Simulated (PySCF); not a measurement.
**SnSe: script and output**

The script input.py:

```python
from pyscf import gto, dft

mol = gto.M(
    atom='Sn 0 0 0; Se 0 0 2.219',
    basis='sbkjc',
    ecp={'Sn': 'sbkjc', 'Se': 'sbkjc'},
    charge=0,
    spin=0,
    verbose=4,
)
mf = dft.RKS(mol, xc='pbesol')
mf.kernel()
mf.mulliken_pop()
mf.dip_moment()
print('orbital energies (hartree):', mf.mo_energy[..., max(0, mol.nelec[1]-3):mol.nelec[0]+3].round(4))
```

```bash
$ OMP_NUM_THREADS=1 python input.py
```

The log (some set-up lines and the per-cycle HOMO/LUMO lines with their warnings removed):

```
PySCF version 2.14.0

[INPUT] verbose = 4
[INPUT] num. atoms = 2
[INPUT] num. electrons = 10
[INPUT] charge = 0
[INPUT] spin (= nelec alpha-beta = 2S) = 0
[INPUT] symmetry False subgroup None
[INPUT] Mole.unit = angstrom
[INPUT] Symbol           X                Y                Z      unit          X                Y                Z       unit  Magmom
[INPUT]  1 Sn     0.000000000000   0.000000000000   0.000000000000 AA    0.000000000000   0.000000000000   0.000000000000 Bohr   0.0
[INPUT]  2 Se     0.000000000000   0.000000000000   2.219000000000 AA    0.000000000000   0.000000000000   4.193302270410 Bohr   0.0

nuclear repulsion = 5.72341282653448
number of shells = 8
number of NR pGTOs = 40
number of NR cGTOs = 16
basis = sbkjc
ecp = {'Sn': 'sbkjc', 'Se': 'sbkjc'}

******** <class 'pyscf.dft.rks.RKS'> ********
method = RKS
initial guess = minao
damping factor = 0
level_shift factor = 0
DIIS = <class 'pyscf.scf.diis.CDIIS'>
diis_start_cycle = 1
diis_space = 8
diis_damp = 0
SCF conv_tol = 1e-09
SCF conv_tol_grad = None
SCF max_cycles = 50
direct_scf = True
direct_scf_tol = 1e-13
XC library pyscf.dft.libxc version 7.0.0
    S. Lehtola, C. Steigemann, M. J.T. Oliveira, and M. A.L. Marques.,  SoftwareX 7, 1–5 (2018)
XC functionals = pbesol
    J. P. Perdew, A. Ruzsinszky, G. I. Csonka, O. A. Vydrov, G. E. Scuseria, L. A. Constantin, X. Zhou, and K. Burke.,  Phys. Rev. Lett. 100, 136406 (2008)
    J. P. Perdew, A. Ruzsinszky, G. I. Csonka, O. A. Vydrov, G. E. Scuseria, L. A. Constantin, X. Zhou, and K. Burke.,  Phys. Rev. Lett. 100, 136406 (2008)
radial grids:
    Treutler-Ahlrichs [JCP 102, 346 (1995); DOI:10.1063/1.469408] (M4) radial grids

becke partition: Becke, JCP 88, 2547 (1988); DOI:10.1063/1.454033
pruning grids: <function nwchem_prune>
grids dens level: 3
symmetrized grids: False
atomic radii adjust function: <function treutler_atomic_radii_adjust>
small_rho_cutoff = 0
Set gradient conv threshold to 3.16228e-05
Initial guess from minao.
tot grids = 42384
init E= -12.4367596239164
cycle= 1 E= -12.7368948552508  delta_E= -0.3  |g|= 0.213  |ddm|= 2.33
cycle= 2 E= -12.689158728987  delta_E= 0.0477  |g|= 0.358  |ddm|= 1.04
cycle= 3 E= -12.7285417743314  delta_E= -0.0394  |g|= 0.254  |ddm|= 0.964
cycle= 4 E= -12.7605016325171  delta_E= -0.032  |g|= 0.0404  |ddm|= 0.34
cycle= 5 E= -12.7613644287412  delta_E= -0.000863  |g|= 0.00131  |ddm|= 0.0647
cycle= 6 E= -12.7613653276888  delta_E= -8.99e-07  |g|= 7.67e-05  |ddm|= 0.00206
cycle= 7 E= -12.7613653312991  delta_E= -3.61e-09  |g|= 6.5e-06  |ddm|= 0.000155
cycle= 8 E= -12.761365331321  delta_E= -2.19e-11  |g|= 2.35e-07  |ddm|= 1.02e-05
Extra cycle  E= -12.761365331321  delta_E= -2.49e-14  |g|= 1.06e-07  |ddm|= 1.91e-06
converged SCF energy = -12.761365331321
 ** Mulliken pop  **
pop of  0 Sn 5s           1.69165
pop of  0 Sn 6s           0.41857
pop of  0 Sn 5px          0.43553
pop of  0 Sn 5py          0.43553
pop of  0 Sn 5pz          0.79657
pop of  0 Sn 6px          0.05030
pop of  0 Sn 6py          0.05030
pop of  0 Sn 6pz         -0.01957
pop of  1 Se 4s           1.78018
pop of  1 Se 5s           0.13714
pop of  1 Se 4px          1.14929
pop of  1 Se 4py          1.14929
pop of  1 Se 4pz          1.18813
pop of  1 Se 5px          0.36487
pop of  1 Se 5py          0.36487
pop of  1 Se 5pz          0.00735
 ** Mulliken atomic charges  **
charge of    0Sn =      0.14111
charge of    1Se =     -0.14111
Dipole moment(X, Y, Z, Debye):  0.00000,  0.00000, -2.21360
orbital energies (hartree): [-0.2461 -0.2461 -0.2363 -0.1172 -0.1172 -0.0098]
```

In short: E(SCF) = -12.761365 Eh, 8 cycles, μz(SCF) = -2.21 D.

Run time: 0.8 s on 1 thread of Intel Xeon 6975P-C (shared host).

Stability towards an unrestricted solution was not tested. The bond length is a typed value, not an optimised one.
